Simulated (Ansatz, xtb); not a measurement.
**Isomers of C2H6O3Si in order of energy**

4 gas-phase structures of C2H6O3Si, from a drawn sample of its isomers (lower ones may exist). Each was relaxed with GFN2-xTB; where two conformers were screened, the lower at r2SCAN-D4/def2-SVP is listed:

A. `CC(=O)O[SiH2]O`, a singlet
B. `O[SiH]1OCCO1`, a singlet
C. `C1OCO[SiH2]O1`, a singlet
D. `CO[SiH2]OC=O`, a singlet

Make a reasoned guess at their ranking by r2SCAN-D4/def2-SVP single-point energy.

Calculated order at r2SCAN-D4/def2-SVP: B (0.000), A (0.135), D (1.084), C (1.550) eV.

Energies above the lowest of each column, in eV; the last columns are at PBE0-D3(BJ)/def2-SVP geometries and were run for some of them only (a dash: not run or not comparable):

```csv
structure,GFN2-xTB,HF/STO-3G,r2SCAN-D4/def2-SVP,PBE0-D3(BJ)/def2-SVP,CCSD(T)/def2-SVP + ΔMP2/def2-TZVPP
B,0.000,0.000,0.000,0.000,0.000
A,0.609,1.180,0.135,0.202,0.484
D,1.256,1.579,1.084,1.157,1.452
C,0.973,0.655,1.550,–,–
```

Every level run on B puts it lowest or level with the lowest. Flexible structures stand in one conformer each, not always the lowest. Frequencies (GFN2-xTB) were run for A, B, D alone. The ΔMP2 step shifts differences by up to 0.456 eV, which makes them less sure. ΔMP2 is the change of the MP2 energy from the smaller to the larger basis.

Over these structures GFN2-xTB departs from r2SCAN-D4/def2-SVP by 0.306 eV on average once a common shift is removed. A GFN2-xTB relaxation took about 0.21 s and the r2SCAN-D4/def2-SVP energy about 2.4 s on a shared host (Ansatz 0.2.0, xtb 6.7.1).
